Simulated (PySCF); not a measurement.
How methods differ on the ionisation energy of Hg⁵⁵⁺

Hg⁵⁵⁺ [Ar] 3d7 (4F) → Hg⁵⁶⁺ [Ar] 3d6 (5D), as a difference of total energies. Computed with PySCF 2.14 in an uncontracted even-tempered set (17 s from 14 bohr⁻², ratio 2.5; 13 p from 18 bohr⁻², ratio 2.5; 7 d from 18 bohr⁻², ratio 2.5; 4 f from 71 bohr⁻², ratio 2.7; 3 g from 110 bohr⁻², ratio 2.7), with the spin-free X2C one-electron Hamiltonian (Gaussian nucleus). Correlated levels: outer shells: [Ne] frozen; virtual orbitals above 40 to 60 times the deepest correlated orbital energy dropped. The calculations carry no spin-orbit coupling.

| method | ionisation energy (eV) |
| --- | --- |
| UHF | 5521.3 |
| LDA | 5520.1 |
| PBE | 5521.5 |
| PBE0 | 5522.0 |
| r2SCAN | 5523.8 |
| M06-L | 5523.3 |
| BLYP | 5521.8 |
| MP2 (outer shells) | 5522.5 |
| SCS-MP2 (outer shells) | 5522.7 |

Spin-orbit coupling is strong in these open shells (close to jj coupling). The scalar numbers leave it out and a first-order estimate fails, so it can dominate the gap to the real levels.

Breit and QED terms and the two-electron picture change are absent.

For comparison: 5490 ± 5 eV (theoretical estimate listed by NIST; NIST Atomic Spectra Database, ionization energies).
